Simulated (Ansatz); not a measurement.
Steps of a relaxation of `C[SiH2][S][GaH2]` with RKS PBE0-D4/def2-TZVP.

```sh
$ ansatz run in.yaml --threads 2 --pin off --events-out ev --progress --plain --max-ram 32768MiB --backend cuda --devices 0, --max-vram 18GiB
```

```yaml
crystal:
  periodic: [false, false, false]
  atoms:
    - {symbol: C, position_ang: [-0.323630, 1.463120, -0.315520]}
    - {symbol: Si, position_ang: [0.939800, 0.181300, -0.929520]}
    - {symbol: S, position_ang: [1.527970, -1.081660, 0.749180]}
    - {symbol: Ga, position_ang: [-0.491960, -1.750450, 1.306930]}
    - {symbol: H, position_ang: [0.068100, 2.019700, 0.533220]}
    - {symbol: H, position_ang: [-0.578210, 2.176130, -1.093540]}
    - {symbol: H, position_ang: [-1.246040, 0.973660, 0.004930]}
    - {symbol: H, position_ang: [0.371670, -0.672390, -1.982170]}
    - {symbol: H, position_ang: [2.214490, 0.777310, -1.314710]}
    - {symbol: H, position_ang: [-0.715150, -2.541830, 2.639220]}
    - {symbol: H, position_ang: [-1.767040, -1.544870, 0.401990]}
basis:
  gaussian: {orbitals: def2-TZVP}
hamiltonian: {xc: pbe0, dispersion: d4}
relax: {f_tol: 0.005, max_steps: 150}
```

Positions (Å) and forces (eV/Å) along the path, 11 of 14 steps:

```xyz
11
step=1 energy=-72229.5806 eV
C    -0.324    1.463   -0.316    0.344   -0.406   -0.201
Si    0.940    0.181   -0.930   -0.519   -0.034    1.258
S     1.528   -1.082    0.749   -0.372    0.183   -0.248
Ga   -0.492   -1.750    1.307   -0.249   -0.277    0.075
H     0.068    2.020    0.533    0.162    0.023    0.092
H    -0.578    2.176   -1.094   -0.062    0.149   -0.227
H    -1.246    0.974    0.005    0.014   -0.070   -0.070
H     0.372   -0.672   -1.982   -0.073   -0.047   -0.299
H     2.214    0.777   -1.315    0.304    0.285   -0.335
H    -0.715   -2.542    2.639    0.219    0.030    0.057
H    -1.767   -1.545    0.402    0.232    0.162   -0.102
11
step=2 energy=-72229.6611 eV
C    -0.310    1.502   -0.346    0.139   -0.279    0.021
Si    0.921    0.173   -0.863   -0.334    0.122    0.208
S     1.448   -1.121    0.792    0.119    0.273   -0.196
Ga   -0.534   -1.867    1.361   -0.272    0.034   -0.074
H     0.084    2.057    0.507   -0.013    0.042    0.034
H    -0.512    2.207   -1.157    0.060   -0.050   -0.037
H    -1.256    1.039   -0.056    0.015    0.045    0.009
H     0.352   -0.625   -1.974   -0.026   -0.093   -0.041
H     2.163    0.817   -1.349    0.157   -0.053    0.062
H    -0.640   -2.641    2.722    0.032    0.041   -0.174
H    -1.716   -1.540    0.363    0.122   -0.083    0.188
11
step=3 energy=-72229.6804 eV
C    -0.313    1.495   -0.338    0.080   -0.125   -0.019
Si    0.907    0.169   -0.856   -0.068    0.114    0.024
S     1.457   -1.094    0.789    0.028    0.069   -0.002
Ga   -0.533   -1.842    1.338   -0.110   -0.037    0.004
H     0.083    2.063    0.506   -0.007    0.012   -0.001
H    -0.510    2.186   -1.162    0.015   -0.013   -0.006
H    -1.262    1.041   -0.040    0.008    0.034   -0.002
H     0.340   -0.644   -1.963   -0.010   -0.012   -0.001
H     2.175    0.790   -1.320    0.003   -0.019   -0.005
H    -0.618   -2.634    2.683   -0.001    0.003   -0.075
H    -1.725   -1.530    0.363    0.061   -0.025    0.084
11
step=4 energy=-72229.6845 eV
C    -0.309    1.502   -0.343    0.020   -0.019   -0.006
Si    0.902    0.174   -0.850    0.007    0.034   -0.042
S     1.451   -1.080    0.797   -0.008    0.012    0.056
Ga   -0.535   -1.853    1.342    0.000   -0.023   -0.001
H     0.088    2.083    0.493   -0.008    0.003   -0.012
H    -0.501    2.182   -1.179    0.002    0.000    0.005
H    -1.262    1.061   -0.041    0.005    0.018   -0.002
H     0.333   -0.644   -1.955   -0.003    0.003    0.013
H     2.175    0.786   -1.316   -0.019   -0.017   -0.005
H    -0.612   -2.667    2.670    0.010   -0.020   -0.016
H    -1.731   -1.545    0.382   -0.007    0.009    0.010
11
step=5 energy=-72229.6894 eV
C    -0.302    1.533   -0.354    0.033   -0.011   -0.008
Si    0.888    0.177   -0.831   -0.031   -0.008   -0.018
S     1.441   -1.027    0.854    0.041    0.010    0.006
Ga   -0.520   -1.893    1.328   -0.067    0.043    0.061
H     0.099    2.121    0.474   -0.003    0.008    0.001
H    -0.474    2.201   -1.202   -0.011    0.014   -0.014
H    -1.264    1.113   -0.051   -0.007    0.005    0.010
H     0.286   -0.677   -1.891    0.028    0.019    0.012
H     2.160    0.757   -1.338   -0.007   -0.014   -0.011
H    -0.601   -2.732    2.639    0.018   -0.047   -0.021
H    -1.715   -1.573    0.372    0.005   -0.020   -0.018
11
step=6 energy=-72229.6939 eV
C    -0.290    1.578   -0.373   -0.011    0.052   -0.016
Si    0.868    0.182   -0.800    0.010   -0.074   -0.047
S     1.423   -0.963    0.930   -0.052    0.008   -0.025
Ga   -0.516   -1.926    1.335    0.046   -0.017    0.052
H     0.120    2.191    0.432    0.001   -0.012   -0.012
H    -0.443    2.217   -1.249   -0.017   -0.017    0.025
H    -1.263    1.194   -0.056    0.012    0.008    0.001
H     0.234   -0.711   -1.814    0.053    0.058    0.052
H     2.140    0.716   -1.359   -0.035   -0.031    0.024
H    -0.572   -2.856    2.588    0.012    0.018   -0.032
H    -1.701   -1.621    0.365   -0.020    0.008   -0.022
11
step=7 energy=-72229.6951 eV
C    -0.289    1.586   -0.377   -0.010    0.037   -0.016
Si    0.865    0.183   -0.798    0.018   -0.037   -0.012
S     1.414   -0.960    0.933   -0.046   -0.009   -0.001
Ga   -0.518   -1.936    1.338    0.040    0.004    0.021
H     0.130    2.209    0.416    0.001   -0.015   -0.013
H    -0.454    2.213   -1.258   -0.011   -0.015    0.022
H    -1.258    1.206   -0.044    0.014    0.005   -0.001
H     0.239   -0.707   -1.814    0.016    0.025    0.022
H     2.143    0.708   -1.350   -0.016   -0.008    0.009
H    -0.567   -2.872    2.585    0.010    0.009   -0.018
H    -1.705   -1.630    0.369   -0.015    0.003   -0.013
11
step=10 energy=-72229.6958 eV
C    -0.286    1.593   -0.382    0.000   -0.001    0.002
Si    0.865    0.185   -0.794   -0.002   -0.001    0.000
S     1.400   -0.952    0.944    0.002    0.002    0.000
Ga   -0.523   -1.943    1.337   -0.002    0.000   -0.002
H     0.147    2.229    0.393   -0.001    0.001   -0.004
H    -0.473    2.204   -1.269    0.000    0.000   -0.001
H    -1.246    1.215   -0.022    0.003    0.001    0.002
H     0.242   -0.705   -1.810    0.001    0.000    0.000
H     2.147    0.703   -1.341   -0.001   -0.001    0.002
H    -0.559   -2.890    2.575    0.001   -0.002    0.001
H    -1.714   -1.640    0.370   -0.001    0.000   -0.001
11
step=11 energy=-72229.6959 eV
C    -0.284    1.600   -0.384   -0.005    0.003    0.004
Si    0.862    0.186   -0.788    0.008    0.003    0.003
S     1.395   -0.943    0.956   -0.004    0.000   -0.003
Ga   -0.523   -1.950    1.334    0.002   -0.004    0.004
H     0.157    2.249    0.375   -0.004   -0.006   -0.008
H    -0.481    2.197   -1.279    0.001   -0.002    0.006
H    -1.240    1.228   -0.007    0.007    0.004   -0.002
H     0.236   -0.708   -1.799    0.000    0.000    0.001
H     2.146    0.697   -1.337   -0.003   -0.001   -0.003
H    -0.555   -2.908    2.564   -0.002    0.001   -0.001
H    -1.714   -1.647    0.366    0.001    0.000   -0.001
11
step=12 energy=-72229.6959 eV rejected
C    -0.283    1.603   -0.385   -0.002    0.003    0.003
Si    0.863    0.188   -0.787   -0.012   -0.008   -0.003
S     1.391   -0.941    0.958    0.011    0.001    0.006
Ga   -0.523   -1.955    1.335   -0.003    0.005   -0.006
H     0.161    2.255    0.369   -0.002   -0.002   -0.003
H    -0.484    2.196   -1.282    0.001   -0.001    0.004
H    -1.237    1.232   -0.003    0.004    0.002   -0.002
H     0.235   -0.708   -1.796    0.001    0.003   -0.001
H     2.146    0.697   -1.339    0.000   -0.003    0.005
H    -0.557   -2.914    2.565    0.003    0.004   -0.002
H    -1.712   -1.653    0.365   -0.003   -0.003   -0.001
11
step=14 energy=-72229.6959 eV
C    -0.283    1.602   -0.384    0.001    0.000   -0.001
Si    0.861    0.186   -0.787   -0.002   -0.001    0.000
S     1.393   -0.940    0.958    0.000    0.000    0.001
Ga   -0.522   -1.953    1.333    0.000    0.002   -0.001
H     0.161    2.253    0.372    0.000    0.001    0.001
H    -0.482    2.197   -1.280    0.000    0.000    0.000
H    -1.238    1.232   -0.003   -0.001    0.000    0.000
H     0.233   -0.709   -1.795    0.000    0.000    0.000
H     2.144    0.695   -1.339    0.001    0.000    0.000
H    -0.557   -2.907    2.566    0.000    0.000    0.000
H    -1.710   -1.656    0.360    0.001   -0.001    0.000
```

It took 24 s on 2 threads of an AMD EPYC 7R13 on a shared host and a share of an NVIDIA H100 80 GB, with 0.88 GiB of host memory at the peak.
